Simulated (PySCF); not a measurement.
Working out the excitation energy of Ba⁺

Ba⁺ [Xe] 6s1 (2S) → Ba⁺ [Xe] 5d1 (2D). Calculation: PySCF 2.14, in def2-TZVPPD with the def2 core potential (46 electrons) (6s4p3d1f, 40 functions); scalar relativity through the core potential. Frozen: nothing. Energies in hartree (1 hartree = 27.21139 eV):

```
             part  Ba⁺ (lower)  Ba⁺ (upper)
              UHF   -24.938251   -24.908142
MP2 opposite-spin    -0.097500    -0.095261
    MP2 same-spin    -0.036030    -0.033003
```

Problem. What does Hartree-Fock give?

Solution. (-24.908142) − (-24.938251) = 0.030109 hartree = 0.819 eV.

Problem. What do MP2 and SCS-MP2 (6/5 opposite-spin, 1/3 same-spin) give?

Solution. The opposite-spin parts differ by 0.061 eV and the same-spin parts by 0.082 eV. MP2: 0.819 + (0.061) + (0.082) = 0.962 eV. SCS-MP2: 0.819 + 1.2 × (0.061) + (0.082)/3 = 0.920 eV.

Measured between the centres of the two terms (NIST): 0.664 eV, so MP2 (valence and next inner shell) is off by 0.298 eV.

What remains against the reference includes basis incompleteness and correlation beyond second order.
